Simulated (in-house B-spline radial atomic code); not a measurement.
Values are calculated unless marked as measured or tabulated.
## Correlation energy from the adiabatic connection: −Z exp(−kr)/r, Z = 4.17, k = 1.65

Two electrons in a singlet, external potential −Z exp(−kr)/r, Z = 4.17, k = 1.65 (atomic units). Full CI in B-splines (partial waves to l = 8, correlation up to 0.6 % small) with the density held fixed gives W(λ) = <V_ee>_λ − U, and E_c is the integral of W(λ) − W(0) from 0 to 1.

| λ | W(λ) − W(0) (hartree) |
| --- | --- |
| 0 | 0.00000 |
| 0.02 | -0.00197 |
| 0.05 | -0.00490 |
| 0.12 | -0.01167 |
| 0.25 | -0.02397 |
| 0.4 | -0.03772 |
| 0.6 | -0.05535 |
| 0.8 | -0.07224 |
| 1 | -0.08843 |

**Question.** Integrate the table by the trapezoid rule.

**Answer.** The strips give -0.00002, -0.00010, -0.00058, -0.00232, -0.00463, -0.00931, -0.01276, -0.01607, which sum to -0.04578 hartree. The direct value, W(1) − W(0) + T_c with T_c = 0.04260, is -0.04583; the curve is convex, so chords lie above it and the trapezoids fall short in size by 0.10 %.

**Question.** Now use only three numbers: W(0) = -2.0528, the initial slope W'(0) = -0.09862 (extrapolated from the first points) and the strong-coupling limit of the point-charge-plus-continuum model, W∞ = -2.9412. What do second-order theory and the interpolation W(λ) = W∞ + (W(0) − W∞)/√(1 + 2χλ) of Seidl, Perdew and Levy give?

**Answer.** Second order keeps the slope alone: E_c = W'(0)/2 = -0.04931, +8 % in size against -0.04583. Matching the slope fixes χ = W'(0)/(W∞ − W(0)) = -0.09862/(-0.88840) = 0.11101. Integrating, with s = √(1 + 2χ) = 1.105449, E_c = −(W(0) − W∞)(s − 1)/(s + 1) = −0.88840 × 0.105449/2.105449 = -0.04449 hartree, -2.9 % in size against the full result. At λ = 1 the formula gives W − W(0) = -0.08474 against -0.08843. Part of the miss can come from the model's W∞.
